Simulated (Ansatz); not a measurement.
Relaxation of the cluster As₂Se₃⁻ with UKS PBE-D4/def2-SVPD.

```sh
$ ansatz run in.yaml --threads 4 --pin off --events-out ev --progress --plain --max-ram 4787MiB
```

```yaml
crystal:
  periodic: [false, false, false]
  atoms:
    - {symbol: As, position_ang: [1.239360, -0.049290, -0.240700]}
    - {symbol: As, position_ang: [-1.231480, 0.231610, -0.172540]}
    - {symbol: Se, position_ang: [-1.552370, 2.431320, 0.275310]}
    - {symbol: Se, position_ang: [1.583170, -1.870340, -1.545990]}
    - {symbol: Se, position_ang: [-0.038680, -0.743300, 1.683930]}
basis:
  gaussian: {orbitals: def2-SVPD}
total_charge: -1
magnetization: {spin_polarized: true, initial_magnetization: 1}
hamiltonian: {xc: pbe, dispersion: d4}
scf: {lower_state_search: "off"}
output: {orbitals: {seedname: orbitals}}
relax: {f_tol: 0.02, max_steps: 100}
```

It took 16 s on 4 threads of Arm Neoverse V2 on a shared host.

Positions (Å) and forces (eV/Å) at steps 1, 2, 3, 4 of 4:

```xyz
5
step=1 energy=-317651.3553 eV
As    1.239   -0.049   -0.241    1.001    0.374   -0.151
As   -1.231    0.232   -0.173   -0.989   -0.114   -0.415
Se   -1.552    2.431    0.275   -0.100    0.480    0.044
Se    1.583   -1.870   -1.546    0.109   -0.368   -0.330
Se   -0.039   -0.743    1.684   -0.021   -0.372    0.852
5
step=2 energy=-317651.4514 eV
As    1.296   -0.095   -0.248    0.112   -0.146   -0.075
As   -1.289    0.268   -0.147   -0.110    0.157    0.053
Se   -1.618    2.508    0.271    0.045   -0.190   -0.032
Se    1.650   -1.920   -1.605   -0.049    0.152    0.118
Se   -0.040   -0.761    1.728    0.002    0.027   -0.064
5
step=3 energy=-317651.4557 eV
As    1.306   -0.089   -0.245    0.034   -0.066   -0.036
As   -1.298    0.263   -0.150   -0.033    0.072    0.021
Se   -1.606    2.494    0.270    0.006   -0.064   -0.016
Se    1.637   -1.910   -1.595   -0.007    0.056    0.036
Se   -0.040   -0.758    1.719    0.000    0.002   -0.004
5
step=4 energy=-317651.4563 eV
As    1.312   -0.096   -0.246   -0.007   -0.002   -0.004
As   -1.303    0.269   -0.145    0.008    0.005   -0.001
Se   -1.610    2.495    0.269    0.000   -0.005    0.002
Se    1.641   -1.910   -1.596    0.000    0.002    0.005
Se   -0.040   -0.757    1.718    0.000    0.001   -0.002
```

The structure comes from a short search, and lower isomers may exist.
